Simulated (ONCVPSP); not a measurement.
**Pseudopotential generation for C: ONCV, PBE, scalar-relativistic.**

ONCVPSP 4.0.1 input, shortened (lines: element, Z, core and valence counts, functional; n l f; lmax; l rc ep ncon nbas qcut; lloc lpopt rc5 dvloc0; l nproj debl; icmod fcfact rcfact), PBE, scalar-relativistic:

```
  C 6.00    1    1        4      upf
    1    0    2.00
    2    0    2.00
    2
    0    1.00    0.00    5    8    5.40
    1    0.95    0.43    4    8    9.80
    2    0.90    0.04    4    8   12.70
    4    5    0.80    2.00
    0    1    0.90
    1    2    3.70
    2    2    2.60
    0    0.00    0.00
```

In the p channel the program set the typed energies aside and used 0.050, 3.750 Ha.

All-electron outer shells of the reference configuration (PBE, scalar-relativistic, ld1.x):

```json
{"shell": "1s", "level (eV)": "-308.54", "outermost node (bohr)": "–", "outermost maximum (bohr)": "0.17"}
{"shell": "2s", "level (eV)": "-40.38", "outermost node (bohr)": "0.37", "outermost maximum (bohr)": "1.13"}
```

What the tests gave:

```
Cutoffs needed           : 37 Ha and 90 Ha (the cutoffs (Ha) at which the residual kinetic energy of the hardest occupied pseudo-wave falls to 1 and 0.1 mHa per electron)
Ghost test               : no bound ghost flagged; no localised positive-energy state flagged
Largest excitation error : +257 meV (all-electron minus pseudo) for 2s1 2p3, out of 4 test configurations
```

Generation and tests took about 3.8 s on one core of a shared server CPU.
